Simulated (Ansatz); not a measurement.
Molecule: C$_{3}$H$_{7}$Si (charge 0, doublet). It need not be the lowest isomer of its formula. 
Geometry from a B3LYP-D3(BJ)/def2-TZVP (Ansatz, a first-principles code) optimisation:
SMILES: [CH]=CC[SiH3]
```xyz
11

C     -2.2158     0.6537    -0.0118
C     -1.2838    -0.1710     0.3831
C     -0.1482    -0.6977    -0.4482
Si     1.4894     0.1342     0.0035
H     -3.0762     1.1523     0.4030
H     -1.2921    -0.4972     1.4290
H     -0.0371    -1.7752    -0.2957
H     -0.3424    -0.5332    -1.5097
H      2.6051    -0.4948    -0.7453
H      1.4320     1.5766    -0.3256
H      1.7455    -0.0171     1.4564
```
Charge 0, spin multiplicity 2.

Basis-set convergence of Hartree-Fock and CCSD(T) correlation energies (hartree) with Ansatz. Valence correlation only, unless marked. UHF or UKS for open shells. Spin-orbit coupling is left out. No relativistic terms.

The UHF reference is spin-contaminated (<S^2> 0.17 over the pure value in the largest basis). 

```
basis            functions       E(HF)  E(corr, CCSD(T))
---------------  ---------  ----------  ----------------
aug-cc-pV(D+d)Z        164  -406.54241          -0.58152
aug-cc-pV(T+d)Z        354  -406.58331          -0.67958
aug-cc-pV(Q+d)Z        651  -406.59336          -0.70706
```

Extrapolating the two largest sets (X = 3 and 4) as X^-3: E(corr) = (64·(-0.70706) - 27·(-0.67958))/37 = -0.7271 Eh, an estimate of the basis-set limit. The largest set recovers 97.2 % of it, the smallest 80.0 %.
